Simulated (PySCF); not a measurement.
## SeBr: energy against distance

Set-up: PySCF, no relativity, basis sets Se def2-TZVPP, Br def2-TZVPP. Energies in eV from Se + Br in their ground configurations at the same level. State: ²Π (doublet), unpaired electrons π ↑.

```csv
R (Å),PBE0,r²SCAN0
1.955,-1.282,-1.186
2.046,-2.012,-1.903
2.137,-2.400,-2.280
2.205,-2.532,-2.403
2.273,-2.564,-2.428
2.341,-2.522,-2.379
2.432,-2.385,-2.234
2.546,-2.130,-1.969
2.682,-1.760,-1.588
2.864,-1.244,-1.075
```

Put a parabola through the three lowest points of the PBE0 curve and estimate Re, k and ωe (reduced mass 39.71 u; 1 eV/Å² = 0.16022 mdyn/Å; ωe = 1302.8·√(k/μ) cm⁻¹).

Through R = 2.205, 2.273, 2.341 Å the second-order coefficient is 8.00 eV/Å², so Re ≈ 2.268 Å, k ≈ 2.56 mdyn/Å and ωe ≈ 331 cm⁻¹. A polynomial fit of higher order to the unrounded PBE0 energies gives Re = 2.265 Å, k = 2.62 mdyn/Å, ωe = 334 cm⁻¹; anharmonicity and rounding make the difference.

The higher-order fit for each curve: PBE0: Re = 2.265 Å, ωe = 334 cm⁻¹, De = 2.56 eV; r²SCAN0: Re = 2.259 Å, ωe = 338 cm⁻¹, De = 2.43 eV.

⟨S²⟩ of the unrestricted solution departs from its pure value on part of the curve, where spin states mix. Spin–orbit coupling is left out. The state is the lowest determinant that a PBE0 search found; another state may lie lower at other levels.
